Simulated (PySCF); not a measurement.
Two species compared at the same levels of theory.

First species: C₃H₁₀Si.
SMILES: `CC(C)[SiH3]`

Second species: C5H4F4Ge.
SMILES: `FC1=[CH][GeH2][CH]=C1C(F)(F)F`

Levels: PBE0/def2-SVPD for dipole moment, HOMO energy, LUMO energy, HOMO–LUMO gap, static isotropic polarisability and electronic spatial extent ⟨r²⟩ about the centre of nuclear charge; TDDFT PBE0/def2-SVPD for lowest singlet excitation; PBE0-D3(BJ)/def2-SVP for rotational constant A and rotational constant C. Geometries: PBE0-D3(BJ)/def2-SVP. All species are isolated and taken at one optimised geometry, non-relativistic unless stated; the electronic structure was computed with PySCF and density fitting.

The conformers computed, where there is a choice (atom-mapped SMILES and torsion angles):
- `[F:1][C:2]1=[CH:3][GeH2:4][CH:5]=[C:6]1[C:7]([F:8])([F:9])[F:10]`: C5–C6–C7–F8 119°

Which of the two has the higher rotational constant C, and by how much?

The first: 2.971 GHz against 0.489 GHz, a difference of 2.482 GHz.

Which of the two has the higher ⟨r²⟩, and by how much?

The second: 2008 bohr² against 497 bohr², a difference of 1511 bohr².

Which of the two has the higher dipole moment, and by how much?

The second: 3.36 D against 0.87 D, a difference of 2.49 D.

Which of the two has the higher static isotropic polarisability, and by how much?

The second: 87.4 au against 67.6 au, a difference of 19.8 au.

Which of the two has the higher HOMO energy, and by how much?

The second: -7.47 eV against -8.13 eV, a difference of 0.66 eV.

Which has the higher LUMO energy?

The first: 0.46 eV against -2.10 eV, a difference of 2.56 eV.

Which of the two has the higher S1 energy, and by how much?

The first: 7.41 eV against 4.51 eV, a difference of 2.90 eV.

Which has the higher HOMO–LUMO gap?

The first: 8.59 eV against 5.37 eV, a difference of 3.22 eV.

On the first: In wavenumbers S1 is 59800 cm⁻¹ (1 eV = 8065.54 cm⁻¹). S1 lies 1.18 eV below the HOMO–LUMO gap; its leading configuration is HOMO→LUMO, weight 0.99.

On the second: The dipole matches unit charges of opposite sign 0.70 Å apart (1 e·Å = 4.8032 D). The 6 singlets span 4.51 to 6.67 eV, and their oscillator strengths add up to 0.15. Relativistic effects, spin–orbit coupling among them, are left out although an element past zinc is present.
